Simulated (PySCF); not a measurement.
## Calculated data, AlGeH$_{4}$NO, BGeH$_{2}$NO, AlGeH$_{3}$N

Computed with PySCF 2.14.0. Calculation on a computer-drawn molecule: the log of a Hartree-Fock and frozen-core CCSD(T) single point meant for a local Hartree-Fock minimum, with one planted fault or none, to be diagnosed. Offsets are logged minus clean, where the clean run is the same molecule without the fault. The reference is restricted for singlets and unrestricted otherwise, and also for a bond in bohr or an excited solution. Adding or removing an electron swaps singlet and doublet. The excited solution moves the top pair (singlet) or top alpha electron (doublet) to the lowest empty orbital. Highest occupied and lowest empty are orbital energies over both spins, largest force is the largest gradient component, triples share is (T) over the correlation energy, the T1 limit is 0.02 restricted and 0.045 unrestricted, electrons count all cores, a negative frequency is imaginary (commonest isotopes), and the dipole is about the centre of nuclear charge; on germanium a core potential holds 10 electrons, which the energies leave out, and 3d is frozen in MP2 and coupled-cluster steps.

Common to all runs: meant multiplicity 1; logged SCF converged yes; possible faults no fault, one electron removed, one electron added, multiplicity raised by two, geometry at a saddle point, SCF held on an excited solution, minimal basis STO-3G, one bond length entered in bohr, all coordinates scaled.

```yaml
- entry: 1
  formula: AlGeH4NO
  logged_structure:
    atoms_angstrom:
      - ["N", 1.0205, -0.525, 1.9693]
      - [Ge, 1.0041, 1.2923, 1.8381]
      - [Al, -0.8657, 1.277, 0.0225]
      - [O, -1.942, 4.0474, -1.1897]
      - [H, 1.6428, -0.9919, 2.6036]
      - [H, 0.4583, -1.1852, 1.4649]
      - [H, -1.5297, -0.0637, -0.5415]
      - [H, -2.608, 4.1744, -1.8454]
  given:
    meant_charge: 0
    meant_basis: "cc-pV(D+d)Z"
    meant_basis_and_core_potential_on_germanium: "cc-pVDZ-PP ECP10MDF"
    logged_electrons: 64
    logged_basis_functions: 94
    logged_spin_squared: 0.9886
    "logged_highest_occupied [eV]": -6.4111
    "logged_lowest_empty [eV]": 0.3274
    "logged_largest_force [hartree/bohr]": 0.015775
    logged_T1_diagnostic: 0.055688
    logged_D1_diagnostic: 0.31143
    logged_triples_share: 0.029416
    logged_CC_converged: "yes"
    "logged_dipole_magnitude [debye]": 1.2086
    logged_SCF_stable_within_its_kind: "yes"
    "logged_energy_HF [hartree]": -666.84797
    "logged_energy_CCSD(T) [hartree]": -667.37255
    drawn_bonds_atom: [1, 2, 3, 1, 1, 3, 4]
    drawn_bonds_other_atom: [2, 3, 4, 5, 6, 7, 8]
    drawn_bonds_order: [1, 1, 1, 1, 1, 1, 1]
  results:
    planted_fault: "one bond length entered in bohr, row 3 of the drawn bonds"
    "HF_energy_offset_from_clean_run [kcal/mol]": 92.85
    "CCSD(T)_energy_offset_from_clean_run [kcal/mol]": 111.3
  notes: ["T1 above single-reference limit"]
- entry: 2
  formula: BGeH2NO
  logged_structure:
    atoms_angstrom:
      - ["N", -0.9344, -1.754, 0.7109]
      - [Ge, 0.402, -0.7733, 1.4255]
      - [B, 1.7854, -2.4283, 1.4887]
      - [O, 2.5721, -3.3194, 1.5372]
      - [H, -1.8226, -1.3337, 0.5077]
      - [H, -0.9216, -2.7269, 0.4691]
  given:
    meant_charge: 0
    meant_basis: cc-pVDZ
    meant_basis_and_core_potential_on_germanium: "cc-pVDZ-PP ECP10MDF"
    logged_electrons: 53
    logged_basis_functions: 75
    logged_spin_squared: 0.8039
    "logged_highest_occupied [eV]": -17.517
    "logged_lowest_empty [eV]": -7.8524
    "logged_largest_force [hartree/bohr]": 0.054404
    logged_T1_diagnostic: 0.029349
    logged_D1_diagnostic: 0.10338
    logged_triples_share: 0.038164
    logged_CC_converged: "yes"
    "logged_dipole_magnitude [debye]": 5.7324
    logged_SCF_stable_within_its_kind: "yes"
    "logged_energy_HF [hartree]": -448.27894
    "logged_energy_CCSD(T) [hartree]": -448.81373
    drawn_bonds_atom: [1, 2, 3, 1, 1]
    drawn_bonds_other_atom: [2, 3, 4, 5, 6]
    drawn_bonds_order: [1, 1, 2, 1, 1]
  results:
    planted_fault: "one electron removed"
    "HF_energy_offset_from_clean_run [kcal/mol]": 203.1
    "CCSD(T)_energy_offset_from_clean_run [kcal/mol]": 213.0
- entry: 3
  formula: BGeH2NO
  logged_structure:
    atoms_angstrom:
      - ["N", -0.9344, -1.754, 0.7109]
      - [Ge, 0.402, -0.7733, 1.4255]
      - [B, 1.7854, -2.4283, 1.4887]
      - [O, 2.5721, -3.3194, 1.5372]
      - [H, -1.8226, -1.3337, 0.5077]
      - [H, -0.9216, -2.7269, 0.4691]
  given:
    meant_charge: 0
    meant_basis: cc-pVDZ
    meant_basis_and_core_potential_on_germanium: "cc-pVDZ-PP ECP10MDF"
    logged_electrons: 54
    logged_basis_functions: 75
    logged_spin_squared: 0.0
    "logged_highest_occupied [eV]": -6.0063
    "logged_lowest_empty [eV]": -3.6754
    "logged_largest_force [hartree/bohr]": 0.081919
    logged_CC_converged: "no"
    "logged_dipole_magnitude [debye]": 4.9853
    logged_SCF_stable_within_its_kind: "no"
    "logged_energy_HF [hartree]": -448.30443
    drawn_bonds_atom: [1, 2, 3, 1, 1]
    drawn_bonds_other_atom: [2, 3, 4, 5, 6]
    drawn_bonds_order: [1, 1, 2, 1, 1]
  results:
    planted_fault: "SCF held on an excited solution"
    "HF_energy_offset_from_clean_run [kcal/mol]": 187.1
  notes: ["CCSD not converged"]
- entry: 4
  formula: AlGeH3N
  logged_structure:
    atoms_angstrom:
      - ["N", -2.3519, -0.1862, 0.0]
      - [Al, -0.7259, -0.0576, 0.0]
      - [Ge, 1.5825, 0.1254, 0.0]
      - [H, -3.3366, -0.2646, 0.0]
      - [H, 2.3152, 1.4641, 0.0]
      - [H, 2.5167, -1.0812, 0.0]
  given:
    meant_charge: -1
    meant_basis: "aug-cc-pV(D+d)Z"
    meant_basis_and_core_potential_on_germanium: "aug-cc-pVDZ-PP ECP10MDF"
    logged_electrons: 56
    logged_basis_functions: 114
    logged_spin_squared: 0.0
    "logged_highest_occupied [eV]": -1.6823
    "logged_lowest_empty [eV]": 3.2708
    "logged_largest_force [hartree/bohr]": 3.9555e-05
    "logged_lowest_frequency [cm^-1]": -548.3
    logged_T1_diagnostic: 0.019938
    logged_D1_diagnostic: 0.054495
    logged_triples_share: 0.042758
    logged_CC_converged: "yes"
    "logged_dipole_magnitude [debye]": 2.349
    logged_SCF_stable_within_its_kind: "yes"
    "logged_energy_HF [hartree]": -591.45876
    "logged_energy_CCSD(T) [hartree]": -591.86419
    drawn_bonds_atom: [1, 2, 1, 3, 3]
    drawn_bonds_other_atom: [2, 3, 4, 5, 6]
    drawn_bonds_order: [2, 1, 1, 1, 1]
  results:
    planted_fault: "geometry at a saddle point"
    "HF_energy_offset_from_clean_run [kcal/mol]": 21.62
    "CCSD(T)_energy_offset_from_clean_run [kcal/mol]": 24.79
```
